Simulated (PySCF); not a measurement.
C₅H₈Si, SMILES C#C[C@@H]1C[C@@H]1[SiH3]. Geometry: PBE-D3(BJ)/def2-SVP. The structure was generated by enumeration; whether it is a known compound was not checked.

Computed equilibrium geometry at PBE-D3(BJ)/def2-SVP (PySCF confirms it by a frequency run) as bond lengths and angles:
Atoms: C1 C2 C3 C4 C5 Si6 H7 H8 H9 H10 H11 H12 H13 H14. Bonds (Å): C1–C2 1.224, C1–H7 1.081, C2–C3 1.441, C3–C4 1.519, C3–C5 1.537, C3–H8 1.104, C4–C5 1.513, C4–H9 1.101, C4–H10 1.102, C5–Si6 1.886, C5–H11 1.104, Si6–H12 1.503, Si6–H13 1.504, Si6–H14 1.506. Angles (°): C2–C1–H7 179.8, C1–C2–C3 179.4, C2–C3–C4 121.0, C2–C3–C5 120.7, C2–C3–H8 114.1, C4–C3–C5 59.3, C4–C3–H8 115.8, C5–C3–H8 115.2, C3–C4–C5 60.9, C3–C4–H9 117.2, C3–C4–H10 116.9, C5–C4–H9 118.6, C5–C4–H10 118.3, H9–C4–H10 114.6, C3–C5–C4 59.7, C3–C5–Si6 121.5, C3–C5–H11 113.5, C4–C5–Si6 121.6, C4–C5–H11 115.4, Si6–C5–H11 114.3, C5–Si6–H12 110.2, C5–Si6–H13 111.1, C5–Si6–H14 108.7, H12–Si6–H13 109.6, H12–Si6–H14 108.8, H13–Si6–H14 108.4.
